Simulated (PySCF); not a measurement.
Aluminum monobromide, AlBr (singlet state).
SMILES: `[Al][Br]`

The calculation used MP2 and CCSD/aug-cc-pVTZ in PySCF, restricted Hartree–Fock reference, frozen core, non-relativistic, gas phase, PBE0-D3(BJ)/def2-SVP geometry.

E(HF) = -2814.45280 Eh.

Problem. How large is the problem?

Solution. 109 basis functions and 48 electrons; 14 orbitals frozen, which leaves o = 10 correlated occupied and v = 85 virtual orbitals. That is o·v = 850 singles and o·v(o·v + 1)/2 = 361675 distinct closed-shell doubles amplitudes before symmetry; the costliest CCSD step grows as o²v⁴ = 5.2 × 10^9.

Problem. What are the MP2 and CCSD correlation energies?

Solution. MP2 -0.2842 Eh and CCSD -0.3026 Eh, which gives totals of -2814.73698 and -2814.75543 Eh. That is 0.412 eV for each correlated electron at CCSD (795 kJ/mol in all, 0.011 % of the total energy); MP2 gives 93.9 % of the CCSD value.

Problem. What is the T1 diagnostic?

Solution. 0.0091, below the customary warning level of 0.02. It is the norm of the spatial-orbital singles amplitudes over the root of the number of correlated electrons, so the norm is 0.041.

Problem. How does correlation change the dipole moment?

Solution. HF gives 1.78 D and CCSD (unrelaxed density) 1.76 D, a change of -0.02 D.

Connected triples and the basis-set limit are missing.

The job also held the EOM ionisation and excitation roots. On one thread of an Arm Neoverse V1, no GPU (shared host), this took 3.4 min wall and 1.2 GiB of memory at its peak.
